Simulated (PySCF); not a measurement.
# [Eu(H2O)3]3+ at several levels of theory

Computed with PySCF 2.14.0 (density fitting, no spin-orbit coupling) at the geometry relaxed with PBE0:

```xyz
10
[Eu(H2O)3]3+ (singlet in the valence; each metal's 4f electrons, 6 of them, lie in its core potential, out of spins and levels; a saddle point, relaxed within its symmetry)
Eu    0.0000    0.0000    0.0000
O     2.3045    0.0000    0.0000
H     2.9218    0.0000    0.7707
H     2.9218    0.0000   -0.7707
O    -1.1522    1.9958    0.0000
H    -1.4609    2.5303    0.7707
H    -1.4609    2.5303   -0.7707
O    -1.1523   -1.9958    0.0000
H    -1.4609   -2.5303    0.7707
H    -1.4609   -2.5303   -0.7707
```

| level | basis | state | HOMO (eV) | gap (eV) | charge on Eu1 (e) | population of f-type functions on Eu1 (polarisation alone where 4f lies in the core) | dipole about the centre of mass (D) | largest force component (eV/Å) |
| --- | --- | --- | --- | --- | --- | --- | --- | --- |
| PBE0 | Eu lcecp-1-SVP with ECP52, O def2-SVP, H def2-SVP | singlet | -24.92 | 7.66 | 2.03 | 0.05 | 0.00 | 0.00 |
| CAM-B3LYP | the same | singlet | -26.41 | 10.05 | 2.01 | 0.05 | 0.00 | 0.13 |

In the lcecp rows the 4f levels are missing from HOMO and gap, and the state counts the valence alone.

Charges are Mulliken's, which hang on the basis. The relaxation used the grid (50, 194), these runs (75, 302) or, all-electron (x2c bases, spin-free X2C Hamiltonian), (99, 590).

Q: What does BP86 with Eu lcecp-1-SVP with ECP52, O def2-SVP, H def2-SVP give here?

A: state singlet, HOMO (eV) -23.16, gap (eV) 5.10, charge on Eu1 (e) 1.91, population of f-type functions on Eu1 (polarisation alone where 4f lies in the core) 0.05, dipole about the centre of mass (D) 0.00, largest force component (eV/Å) 0.56. Time: 25 s on 2 threads of Intel(R) Xeon(R) Processor @ 2.50GHz (Skylake/Cascade Lake), with other jobs on the host, from an already converged density.

In the first row's basis the gap widens with exact exchange: 5.1 eV for BP86 (none); 7.7 eV for PBE0 (a fixed share); 10.1 eV for CAM-B3LYP (rising or full at long range).

An lcecp potential fixes the number of 4f electrons, so in runs with it no electron can move into or out of that shell.
